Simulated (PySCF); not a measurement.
Ir+ (iridium, charge +1) across methods

[Xe] 4f14 5d7 6p1, one real determinant (an excited configuration). All numbers are calculated (PySCF 2.14, scalar relativity through the core potential, in aug-cc-pVTZ-PP with one added diffuse shell each of s, p, d, f, g type with ECP60MDF (7s7p6d4f3g, 113 functions)). The B2PLYP total includes its PT2 part (frozen core); its orbital energies are those of the SCF part.

```json
{"method": "M06-2X", "E (hartree)": "-103.7402", "mean ε 5d α (eV)": "-21.078", "mean ε 5d β (eV)": "-19.134", "mean ε 6p α (eV)": "-10.027", "Σ⟨r²⟩ (bohr²)": "47.56", "⟨S²⟩": "6.006"}
{"method": "r2SCAN", "E (hartree)": "-103.8912", "mean ε 5d α (eV)": "-18.097", "mean ε 5d β (eV)": "-15.997", "mean ε 6p α (eV)": "-8.771", "Σ⟨r²⟩ (bohr²)": "47.46", "⟨S²⟩": "6.005"}
{"method": "B2PLYP", "E (hartree)": "-103.6511", "mean ε 5d α (eV)": "-20.906", "mean ε 5d β (eV)": "-18.852", "mean ε 6p α (eV)": "-9.598", "Σ⟨r²⟩ (bohr²)": "48.12", "⟨S²⟩": "6.005"}
{"method": "UHF", "E (hartree)": "-103.14629", "mean ε 5d α (eV)": "-23.724", "mean ε 5d β (eV)": "-21.170", "mean ε 6p α (eV)": "-10.499", "Σ⟨r²⟩ (bohr²)": "48.60", "⟨S²⟩": "6.012"}
{"method": "PBE0", "E (hartree)": "-103.8456", "mean ε 5d α (eV)": "-19.386", "mean ε 5d β (eV)": "-17.397", "mean ε 6p α (eV)": "-9.219", "Σ⟨r²⟩ (bohr²)": "47.71", "⟨S²⟩": "6.002"}
{"method": "LC-wPBE", "E (hartree)": "-103.8705", "mean ε 5d α (eV)": "-22.124", "mean ε 5d β (eV)": "-20.217", "mean ε 6p α (eV)": "-11.158", "Σ⟨r²⟩ (bohr²)": "47.46", "⟨S²⟩": "6.002"}
{"method": "LDA", "E (hartree)": "-103.6404", "mean ε 5d α (eV)": "-17.808", "mean ε 5d β (eV)": "-15.891", "mean ε 6p α (eV)": "-8.780", "Σ⟨r²⟩ (bohr²)": "47.73", "⟨S²⟩": "6.001"}
```

Q: Estimate the same row for PBE.

A: E (hartree) = -103.8772; mean ε 5d α (eV) = -17.688; mean ε 5d β (eV) = -15.841; mean ε 6p α (eV) = -8.645; Σ⟨r²⟩ (bohr²) = 47.74; ⟨S²⟩ = 6.001.

⟨L²⟩ = 13.68 against 20 for a pure G term, so this real determinant mixes terms. Energies and moments cover only the electrons outside the core potential. Spin-orbit coupling, absent here, splits the open shell strongly.
